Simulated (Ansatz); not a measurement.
`N[Si@H](O)[Si@H](N)O` + HCl → `N[Si@H](Cl)[Si@@H](N)O` + H₂O  (ligand exchange at the Si–O bond)

Isolated molecules relaxed with PBE0-D4/def2-TZVP in Ansatz; ΔE leaves out vibrations. CBS: MP2 limit from def2 TZ/QZ plus the TZ coupled-cluster correction, frozen cores. This one scheme is used for every species. Functionals use def2-TZVPP. B3LYP here is the variant with VWN-RPA as its local correlation; programs differ in this. Each species was taken in one conformer, which may not be the lowest.

| level | ΔE (kJ/mol) |
| --- | --- |
| r2SCAN-D4 | -20.1 |
| B3LYP-D4 | -18.1 |
| PBE | -21.1 |
| r2SCAN | -19.4 |
| B3LYP | -12.9 |
| CCSD(T)/def2-TZVPP | -13.5 |
| HF/def2-QZVPP | -11.2 |
| SCS-MP2/def2-QZVPP | -17.4 |

Task: What does CCSD(T)/CBS give? (An estimate is asked.)

Result: Computed: -19.5 kJ/mol. The listed levels differ from it by -0.6, 1.4, -1.6, 0.1, 6.6, 6.0, 8.3, 2.1 kJ/mol.

Largest T1 diagnostic among the species: 0.012.

The D4 term adds −5.2 kJ/mol with B3LYP and −2.9 kJ/mol with PBE0; it sums over pairs of atoms, weighted by their polarisabilities, and B3LYP, whose exchange is more repulsive, gets the larger term.
